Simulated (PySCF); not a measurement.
osmium atom (Os), quintet (core potentials on Os); SVWN5/def2-TZVP run with PySCF.

PySCF was given this input:
```python
from pyscf import gto, scf, dft

mol = gto.M(
    atom='''
Os    0.00000000    0.00000000    0.00000000
''',
    basis='def2-tzvp',
    ecp={'Os': 'def2-tzvp'},
    spin=4,
    verbose=4,
)

mf = dft.UKS(mol)
mf.xc = 'lda,vwn'
mf.init_guess = '1e'
mf = mf.newton()
mf.kernel()
```

It wrote (shortened):

```
PySCF version 2.14.0

[INPUT] verbose = 4
[INPUT] num. atoms = 1
[INPUT] num. electrons = 16
[INPUT] charge = 0
[INPUT] spin (= nelec alpha-beta = 2S) = 4
[INPUT] symmetry False subgroup None
[INPUT] Mole.unit = angstrom
[INPUT] Symbol           X                Y                Z      unit          X                Y                Z       unit  Magmom
[INPUT]  1 Os     0.000000000000   0.000000000000   0.000000000000 AA    0.000000000000   0.000000000000   0.000000000000 Bohr   0.0

nuclear repulsion = 0
number of shells = 14
number of NR pGTOs = 66
number of NR cGTOs = 40
basis = def2-tzvp
ecp = {'Os': 'def2-tzvp'}

******** <class 'pyscf.soscf.newton_ah.SecondOrderUKS'> ********
method = SecondOrderUKS
initial guess = 1e
damping factor = 0
level_shift factor = 0
DIIS = <class 'pyscf.scf.diis.CDIIS'>
diis_start_cycle = 1
diis_space = 8
diis_damp = 0
SCF conv_tol = 1e-09
SCF conv_tol_grad = None
SCF max_cycles = 50
direct_scf = True
direct_scf_tol = 1e-13
number electrons alpha = 10  beta = 6
XC library pyscf.dft.libxc version 7.1.2
    S. Lehtola, C. Steigemann, M. J. T. Oliveira, and M. A. L. Marques,  SoftwareX 7, 1–5 (2018)
XC functionals = lda,vwn
    P. A. M. Dirac,  Math. Proc. Cambridge Philos. Soc. 26, 376 (1930)
    F. Bloch,  Z. Phys. 57, 545 (1929)
    S. H. Vosko, L. Wilk, and M. Nusair,  Can. J. Phys. 58, 1200 (1980)
radial grids:
    Treutler-Ahlrichs [JCP 102, 346 (1995); DOI:10.1063/1.469408] (M4) radial grids

becke partition: Becke, JCP 88, 2547 (1988); DOI:10.1063/1.454033
pruning grids: <function nwchem_prune>
grids dens level: 3
symmetrized grids: False
atomic radii adjust function: <function treutler_atomic_radii_adjust>
small_rho_cutoff = 0
******** <class 'pyscf.dft.uks.UKS'> Newton solver flags ********
SCF tol = 1e-09
conv_tol_grad = None
max. SCF cycles = 50
direct_scf = True
direct_scf_tol = 1e-13
max_cycle_inner = 12
max_stepsize = 0.05
ah_start_tol = 1e+09
ah_level_shift = 0
ah_conv_tol = 1e-12
ah_lindep = 1e-14
ah_start_cycle = 1
ah_max_cycle = 40
ah_grad_trust_region = 2.5
kf_interval = 4
kf_trust_region = 5
canonicalization = True
Set conv_tol_grad to 3.16228e-05
Initial guess from hcore.

tot grids = 24312

Initial guess E= -81.3752159497571  |g|= 3.70904
macro= 0  E= -86.8641774920242  delta_E= -5.48896  |g|= 2.13552  3 KF 15 JK
macro= 1  E= -88.4072777364127  delta_E= -1.5431  |g|= 0.968469  3 KF 15 JK
macro= 2  E= -88.9485522192721  delta_E= -0.541274  |g|= 0.691016  2 KF 14 JK
macro= 3  E= -89.2332841270056  delta_E= -0.284732  |g|= 0.162119  3 KF 18 JK
macro= 4  E= -89.5423538152592  delta_E= -0.30907  |g|= 0.251149  3 KF 17 JK
macro= 5  E= -89.9622042274534  delta_E= -0.41985  |g|= 0.244408  3 KF 17 JK
macro= 6  E= -90.223288577197  delta_E= -0.261084  |g|= 0.148165  3 KF 18 JK
macro= 7  E= -90.3637134142257  delta_E= -0.140425  |g|= 0.147257  3 KF 18 JK
macro= 8  E= -90.386605531261  delta_E= -0.0228921  |g|= 0.0324823  3 KF 13 JK
macro= 9  E= -90.3895258860027  delta_E= -0.00292035  |g|= 0.00600548  4 KF 20 JK
macro= 10  E= -90.3896770259371  delta_E= -0.00015114  |g|= 3.54143e-05  4 KF 25 JK
macro= 11  E= -90.3896770259378  delta_E= -6.82121e-13  |g|= 9.47326e-06  1 KF 2 JK
Canonicalize SCF orbitals
macro X = 12  E=-90.3896770259378  |g|= 9.47326e-06  total 36 KF 205 JK

converged SCF energy = -90.3896770259378  <S^2> = 6.0080086  2S+1 = 5.0032024
```
